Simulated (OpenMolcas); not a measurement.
## Ru II: the spin-orbit constant, worked from levels

```yaml
Program: OpenMolcas 26.06
Basis: ANO-RCC-VTZP [7s6p4d2f1g]
Scalar_Hamiltonian: DKH2, point nucleus
Active_space: 7 electrons in 5 orbitals (4d)
State_averaging: 2S+1 = 4 even, 10 roots; 2S+1 = 2 even, 40 roots
Spin-orbit_coupling: RASSI with atomic mean-field integrals over the reference wave functions, term energies averaged over their components
```

Methods: CASSCF; MS-CASPT2, IPEA 0.25 Eh, imaginary shift 0.1 Eh (closed shells correlated: 4s 4p). Measured levels: NIST Handbook of Basic Atomic Spectroscopic Data.

**The spin-orbit constant.** For the Hund term ⁴F of d7, E(J) = (A/2) J(J+1) + constant and ζ = -2S·A = -3A. From J = 3/2 to J = 9/2 the energy changes by 10.5 A.

| Source | E(9/2) - E(3/2) | A | ζ |
| --- | --- | --- | --- |
| CASSCF | -3231.6 | -307.8 | 923 |
| MS-CASPT2 | -3200.5 | -304.8 | 914 |
| measured | -3104.2 | -295.6 | 887 |

All in cm-1. MS-CASPT2 is off by +3.1 % and CASSCF by +4.1 %. Both methods take the spin-orbit matrix elements from the reference wave functions, so the second can move ζ only through the term energies and any multistate remixing. Second-order mixing with other terms is absorbed into this ζ.

CASPT2 breaks the degeneracy within a term, and the mean is taken; among the terms shown or strongly mixed into the levels shown the widest spread is 930 cm-1 (4d⁷ ⁴F, MS-CASPT2). Configurations with an s electron lie low at this charge and mix in, so terms can be misplaced. Without dynamic correlation excited terms often stand tens of per cent too high (terms of higher spin than the ground term too low), and those without a measured partner can miss by more than the paired ones (holds for CASSCF). Measured partners are found by configuration, term and J. A level has none where our copy of the source lacks it or the pairing is in doubt (some pairs that miss far off the trend of their configuration count as doubtful), and it then counts in no deviation. Levels of configurations outside the active space are missing.
